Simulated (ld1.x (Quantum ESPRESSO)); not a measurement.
# O: excitation energies, all-electron against RRKJ

ld1.x (Quantum ESPRESSO) 7.5 input, shortened:

```
&input
   title='O', zed=8., rel=1, dft='PBESOL', iswitch=3,
   config='[He] 2s2 2p3'
 /
 &inputp
   pseudotype=2, tm=.false., rho0=0.02, lloc=0,
   nlcc=.true., new_core_ps=.true., rcore=0.70
 /
2
2P  2  1   3.00   0.00  2.74  2.74  0.0
2S  1  0   2.00   0.00  1.20  1.20  0.0
 &test
   configts(1)='2s2 2p3'
 /
```

Energies are relative to the spin-unpolarised reference configuration 2s2 2p3; without spin polarisation the order of configurations can differ from experiment.

**Question.** Give the all-electron excitation energy and the error of the potential for: 2s2 2p4; 2s2 2p2; 2s2 2p1; 2s2 2p0; 2s1 2p4; 2s1 2p5; 2s2 2p4.3.

**Answer.**

| valence configuration | charge | ΔE all-electron (eV) | error AE − PS (meV) |
| --- | --- | --- | --- |
| 2s2 2p4 | 0 | -16.360 | +430 |
| 2s2 2p2 | +2 | 33.478 | +1018 |
| 2s2 2p1 | +3 | 87.185 | +5370 |
| 2s2 2p0 | +4 | 163.829 | +15121 |
| 2s1 2p4 | +1 | 15.138 | -238 |
| 2s1 2p5 | 0 | -1.505 | +879 |
| 2s2 2p4.3 | -0.3 | -18.466 | +597 |

Levels in the configuration 2s2 2p2:

| level | all-electron (eV) | pseudo (eV) |
| --- | --- | --- |
| 2s | -58.131 | -57.053 |
| 2p | -43.111 | -40.755 |

These tests converged, but a pseudo level misses the all-electron one widely, so the file describes the atom poorly there or has found another state: 2s2 2p1: 2p by 6.7 eV; 2s2 2p0: empty 2p by 13.2 eV.
